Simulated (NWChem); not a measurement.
The numbers come from NWChem runs, not from measurements. System: C2H5Se, charge 0, spin multiplicity 2, at a geometry optimised with UB3LYP/def2-SVP. The structure started from a generated list of species. Its SCF solution wasn't tested for a lower state. Level: UCAM-B3LYP/def2-SVPD.

The NWChem input:

```
start mol
memory heap 200 mb stack 900 mb global 1100 mb
geometry units angstroms nocenter noautoz noautosym
  C      1.531290     0.189962    -0.567798
  Se    -0.011013    -0.203888     0.392060
  C     -1.338038     0.510865    -0.862980
  H      2.481454    -0.113798    -0.124887
  H      1.508630     0.926964    -1.373296
  H     -1.170210     1.585715    -1.016302
  H     -1.277565    -0.026516    -1.818814
  H     -2.327371     0.354872    -0.412061
end
basis spherical
  * library def2-svpd
end
dft
  xc xcamb88 1.00 lyp 0.81 vwn_5 0.19 hfexch 1.00
  cam 0.33 cam_alpha 0.19 cam_beta 0.46
  odft
  mult 2
  direct
  iterations 100
end
task dft energy
```

NWChem printed:

```
             Northwest Computational Chemistry Package (NWChem) 7.3.0
             --------------------------------------------------------

                                NWChem Input Module
                                -------------------

 Scaling coordinates for geometry "geometry" by  1.889725989
 (inverse scale =  0.529177249)

                             Geometry "geometry" -> ""
                             -------------------------

 Output coordinates in angstroms (scale by  1.889725989 to convert to a.u.)

  No.       Tag          Charge          X              Y              Z
 ---- ---------------- ---------- -------------- -------------- --------------
    1 C                    6.0000     1.53129000     0.18996200    -0.56779800
    2 Se                  34.0000    -0.01101300    -0.20388800     0.39206000
    3 C                    6.0000    -1.33803800     0.51086500    -0.86298000
    4 H                    1.0000     2.48145400    -0.11379800    -0.12488700
    5 H                    1.0000     1.50863000     0.92696400    -1.37329600
    6 H                    1.0000    -1.17021000     1.58571500    -1.01630200
    7 H                    1.0000    -1.27756500    -0.02651600    -1.81881400
    8 H                    1.0000    -2.32737100     0.35487200    -0.41206100

 Effective nuclear repulsion energy (a.u.)     176.2248740385

            Nuclear Dipole moment (a.u.)
            ----------------------------
        X                 Y               Z
 ---------------- ---------------- ----------------
     0.0000151178     0.0000132281     0.0000226767


 Summary of "ao basis" -> "" (spherical)
 ------------------------------------------------------------------------------
       Tag                 Description            Shells   Functions and Types
 ---------------- ------------------------------  ------  ---------------------
 *                         def2-svpd                  on all atoms

                                 NWChem DFT Module
                                 -----------------

 Summary of "ao basis" -> "ao basis" (spherical)
 ------------------------------------------------------------------------------
       Tag                 Description            Shells   Functions and Types
 ---------------- ------------------------------  ------  ---------------------
 C                         def2-svpd                 8       20   4s2p2d
 Se                        def2-svpd                15       41   6s5p4d
 H                         def2-svpd                 4        8   2s2p

 Summary of "ao basis" -> "ao basis" (spherical)
 ------------------------------------------------------------------------------
       Tag                 Description            Shells   Functions and Types
 ---------------- ------------------------------  ------  ---------------------
 C                         def2-svpd                 8       20   4s2p2d
 Se                        def2-svpd                15       41   6s5p4d
 H                         def2-svpd                 4        8   2s2p

  int_init: cando_txs set to always be  F

            General Information
            -------------------
          SCF calculation type: DFT
          Wavefunction type:  spin polarized.
          No. of atoms     :     8
          No. of electrons :    51
           Alpha electrons :    26
            Beta electrons :    25
          Charge           :     0
          Spin multiplicity:     2
          Use of symmetry is: off; symmetry adaption is: off
[...]
     7      0.140988  1 C  pz               107      0.127657  7 H  s
    32     -0.115617  2 Se pz                 9      0.110279  1 C  py

 Vector   26  Occ=0.000000D+00  E=-1.360319D-02
              MO Center=  1.0D+00,  7.4D-02, -3.7D-01, r^2= 3.2D+00
   Bfn.  Coefficient  Atom+Function         Bfn.  Coefficient  Atom+Function
  ----- ------------  ---------------      ----- ------------  ---------------
     6      0.361579  1 C  py                 7      0.264882  1 C  pz
     9      0.244939  1 C  py                37     -0.241479  2 Se py
     4     -0.217578  1 C  s                 34     -0.215650  2 Se py
    10      0.145921  1 C  pz                38     -0.135793  2 Se pz
    31      0.130474  2 Se py                35     -0.121427  2 Se pz

 Vector   27  Occ=0.000000D+00  E= 3.159407D-02
              MO Center= -6.1D-01, -1.2D-01,  2.6D-01, r^2= 9.7D+00
   Bfn.  Coefficient  Atom+Function         Bfn.  Coefficient  Atom+Function
  ----- ------------  ---------------      ----- ------------  ---------------
    39      0.997584  2 Se px               115      0.631857  8 H  s
    26     -0.453831  2 Se s                 41      0.382300  2 Se pz
    36      0.345660  2 Se px                63      0.284130  3 C  s
    40     -0.274344  2 Se py                64     -0.267666  3 C  s
   119      0.238639  8 H  px                 4     -0.223943  1 C  s

 Vector   28  Occ=0.000000D+00  E= 4.847589D-02
              MO Center= -5.7D-01, -4.6D-01,  1.0D+00, r^2= 1.2D+01
   Bfn.  Coefficient  Atom+Function         Bfn.  Coefficient  Atom+Function
  ----- ------------  ---------------      ----- ------------  ---------------
     4      1.620938  1 C  s                 41      1.332284  2 Se pz
    26     -0.908856  2 Se s                 39     -0.788577  2 Se px
    40     -0.666470  2 Se py                83     -0.611570  4 H  s
    25     -0.585605  2 Se s                 91      0.385198  5 H  s
    64      0.326311  3 C  s                 65      0.247181  3 C  s

   alpha - beta orbital overlaps
   -----------------------------

   alpha      1      2      3      4      5      6      7      8      9     10
    beta      1      2      3      4      5      6      7      8      9     10
 overlap   1.000  1.000  0.999  0.997  0.997  1.000  1.000  1.000  1.000  0.999

   alpha     11     12     13     14     15     16     17     18     19     20
    beta     11     12     13     14     15     16     17     18     19     20
 overlap   0.999  0.997  0.997  0.999  0.997  0.997  0.996  0.987  0.991  0.985

   alpha     21     22     23     24     25     26     27     28     29     30
    beta     21     22     23     24     25     26     27     28     29     30
 overlap   0.992  0.982  0.997  0.971  0.920  0.927  0.994  0.992  0.993  0.998

   alpha     31     32     33     34     35     36     37     38     39     40
    beta     31     32     33     34     35     36     37     38     39     40
 overlap   1.000  0.992  0.985  0.979  0.983  0.996  0.974  0.997  0.987  0.992

   alpha     41     42     43     44     45     46     47     48     49     50
    beta     41     42     43     44     45     46     47     48     49     50
 overlap   0.997  0.999  0.950  0.872  0.856  0.889  0.997  0.996  0.998  0.998

   alpha     51     52     53     54     55     56     57     58     59     60
    beta     51     52     53     54     55     56     57     58     59     60
 overlap   0.995  0.992  0.997  0.995  0.997  0.987  0.984  0.997  0.993  0.992

   alpha     61     62     63     64     65     66     67     68     69     70
    beta     61     62     63     64     65     66     67     68     69     70
 overlap   0.993  0.986  0.980  0.991  0.989  0.993  0.999  0.998  0.997  0.999

   alpha     71     72     73     74     75     76     77     78     79     80
    beta     71     73     72     74     75     76     77     78     79     80
 overlap   0.992  0.790  0.813  0.996  0.941  0.832  0.684  0.752  0.970  0.972

   alpha     81     82     83     84     85     86     87     88     89     90
    beta     81     82     83     84     85     86     87     88     89     90
 overlap   0.998  0.995  0.738  0.740  0.998  0.999  0.987  0.975  0.990  0.998

   alpha     91     92     93     94     95     96     97     98     99    100
    beta     91     92     93     94     95     96     97     98     99    100
 overlap   1.000  0.998  0.986  0.999  0.985  0.998  1.000  0.861  0.861  0.998

   alpha    101    102    103    104    105    106    107    108    109    110
    beta    101    102    103    104    105    106    107    108    109    110
 overlap   0.934  0.875  0.851  0.851  0.991  0.994  0.997  0.998  0.999  1.000

   alpha    111    112    113    114    115    116    117    118    119    120
    beta    111    112    113    114    115    116    117    118    119    120
 overlap   1.000  1.000  1.000  0.999  0.999  0.999  1.000  1.000  1.000  1.000

   alpha    121
    beta    121
 overlap   1.000

     --------------------------
     Expectation value of S2:
     --------------------------
      <S2> =      0.7571 (Exact =     0.7500)

 center of mass
 --------------
 x =   0.01152998 y =  -0.08633139 z =   0.15734463

 moments of inertia (a.u.)
 ------------------
         145.739357176020          21.598967549092         -18.333354620540
          21.598967549092         347.327915194177          55.258933295620
         -18.333354620540          55.258933295620         274.159722007665

     Multipole analysis of the density
     ---------------------------------

     L   x y z        total         alpha         beta         nuclear
     -   - - -        -----         -----         ----         -------
     0   0 0 0     -0.000000    -26.000000    -25.000000     51.000000

     1   1 0 0     -0.306907     -1.225329      0.918407      0.000015
     1   0 1 0      0.271489      0.076782      0.194694      0.000013
     1   0 0 1     -0.312534      0.216900     -0.529456      0.000023

     2   2 0 0    -22.040043    -89.321264    -81.514638    148.795859
     2   1 1 0     -0.336039      6.276080      6.998194    -13.610313
     2   1 0 1      0.764415     -4.583586     -7.703804     13.051804
     2   0 2 0    -25.131683    -25.543040    -23.547427     23.958785
     2   0 1 1     -1.257182     15.181310     15.624465    -32.062957
     2   0 0 2    -24.284258    -45.850543    -42.860132     64.426417

 Task  times  cpu:       80.3s     wall:       80.3s

 Total times  cpu:       80.4s     wall:       80.4s
```
